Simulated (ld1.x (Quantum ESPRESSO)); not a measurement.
## LDA (PZ) PAW dataset for samarium, fully relativistic all-electron reference.

Sm, PAW, made with ld1.x (Quantum ESPRESSO) 7.5 (LDA (PZ), fully relativistic). Core [Kr] 4d10 4f6, reference 5s2 5p6 5d0 6s2 6p0. Waves: 5s (bound): rcut 2.05, rcutus 2.25 bohr; 6s (bound): rcut 2.05, rcutus 2.25 bohr; 5p (bound): rcut 2.60, rcutus 3.30 bohr; 6p (bound, empty): rcut 2.60, rcutus 3.30 bohr; 5d (bound, empty): rcut 2.05, rcutus 2.25 bohr; 5d channel at 4.05 Ry: rcut 2.05, rcutus 2.25 bohr. Local part: all-electron potential smoothed inside 3.20 bohr (lloc = -2). Core correction: Bessel-smoothed model core, default radius (core density twice the valence density). Augmentation charge: BESSEL, radius 2.10 bohr.

Open shells are filled in proportion to 2j + 1 (rel_dist='average').

Poles of the logarithmic derivatives, all-electron (AE) and pseudo (PS). s: poles at -3.2, 1.1 (AE) and -3.2, 1.1 (PS) Ry. p1/2: poles at -1.9, 1.8 (AE) and -1.9, 1.8 (PS) Ry. p3/2: poles at -1.6, 2.1 (AE) and -1.6, 2.0 (PS) Ry. d3/2: poles at 0.2, 3.6 (AE) and 0.3, 3.6 (PS) Ry. d5/2: poles at 0.3, 3.7 (AE) and 0.3, 3.7 (PS) Ry. Test radius 3.59 bohr.

- Configuration tests: test run stopped at test 1 of 7 (negative rho)

The ghost test of this file was not conclusive.
